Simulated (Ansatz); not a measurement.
Ansatz (a first-principles code) input (CCSD(T)/cc-pV(T+d)Z):
A basis named .json is the Basis Set Exchange file of that set.

Ansatz 0.2 input:
```yaml
crystal:
  periodic: [false, false, false]
  atoms:
    - {symbol: C, position_ang: [2.35252726, -0.61456619, -0.21027432]}
    - {symbol: Si, position_ang: [0.88043679, 0.63761204, -0.34942855]}
    - {symbol: B, position_ang: [-0.85068188, 0.02424547, 0.18107880]}
    - {symbol: C, position_ang: [-2.03370349, 1.04320639, 0.54905077]}
    - {symbol: C, position_ang: [-1.31155701, -1.50582952, 0.03189987]}
    - {symbol: H, position_ang: [2.76154241, -0.68684274, 0.80270773]}
    - {symbol: H, position_ang: [3.17747372, -0.36257666, -0.88368379]}
    - {symbol: H, position_ang: [1.99787946, -1.61072098, -0.49352535]}
    - {symbol: H, position_ang: [1.35048916, 1.90715058, 0.32225660]}
    - {symbol: H, position_ang: [-2.88420907, 0.96612398, -0.14580694]}
    - {symbol: H, position_ang: [-2.44032642, 0.79688706, 1.54176694]}
    - {symbol: H, position_ang: [-1.72582049, 2.09253452, 0.57762062]}
    - {symbol: H, position_ang: [-0.52051823, -2.18833856, -0.29305235]}
    - {symbol: H, position_ang: [-1.67881145, -1.87608509, 1.00115636]}
    - {symbol: H, position_ang: [-2.15400523, -1.62279217, -0.66689200]}
basis:
  gaussian:
    orbitals: cc-pV_T+d_Z.json
total_charge: -1
magnetization: {spin_polarized: false}
correlation: {method: ccsd_t, electrons: outside_noble_gas}
```

Output:

```
Functional definition: HF
integrals: 2.62 GiB planned
1677 factors; integrals over basis functions are off by at most 1.1e-3 eV
1.72 GiB of device memory are held for the factors and their scratch space
mean field: 1.54 GiB planned
mean field evaluation 1: about -11781.0490 eV, gradient 3.0e1 eV
mean field evaluation 2: about -11781.2651 eV, gradient 3.0e1 eV
mean field evaluation 4: about -11784.4317 eV, gradient 3.9e0 eV
mean field evaluation 8: about -11784.4942 eV, gradient 2.4e-1 eV
mean field evaluation 16: about -11781.0489 eV, gradient 3.0e1 eV
mean field evaluation 32: about -11771.5120 eV, gradient 2.0e1 eV
mean field -11784.49473088 eV, -433.0721935424 hartree, gradient 4.1e-6 eV, S^2 0.000000; 0 other end points of the search recorded, 0 dependent functions left out; unrestricted orbitals would lower it
9 core orbitals not correlated
reference -11784.49473088 eV, -433.0721935424 hartree; 15, 15 occupied and 275, 275 virtual orbitals, 1677 factors
second order -21.47456830 eV of doubles, -0.00000000 eV of singles
coupled cluster: 13.98 GiB planned
cycle   1  -22.52643365 eV  change    -1.1e0 eV  update   1.1e-1
cycle   2  -23.10028524 eV  change   -5.7e-1 eV  update   3.5e-2
cycle   3  -23.22253709 eV  change   -1.2e-1 eV  update   2.2e-2
cycle   4  -23.21410246 eV  change    8.4e-3 eV  update   8.5e-3
cycle   5  -23.21085546 eV  change    3.2e-3 eV  update   4.8e-3
cycle   6  -23.21094460 eV  change   -8.9e-5 eV  update   1.6e-3
cycle   7  -23.21089080 eV  change    5.4e-5 eV  update   5.3e-4
cycle   8  -23.21106845 eV  change   -1.8e-4 eV  update   2.0e-4
cycle   9  -23.21108437 eV  change   -1.6e-5 eV  update   7.8e-5
cycle  10  -23.21104003 eV  change    4.4e-5 eV  update   3.4e-5
cycle  11  -23.21106166 eV  change   -2.2e-5 eV  update   1.5e-5
perturbative correction -1.01133304 eV, -0.0371658035 hartree
Total energy: -11808.71712557 eV, -433.9623501288 hartree
```

It need not be the lowest isomer of its formula. Whether it binds its extra electron was not tested at this geometry.
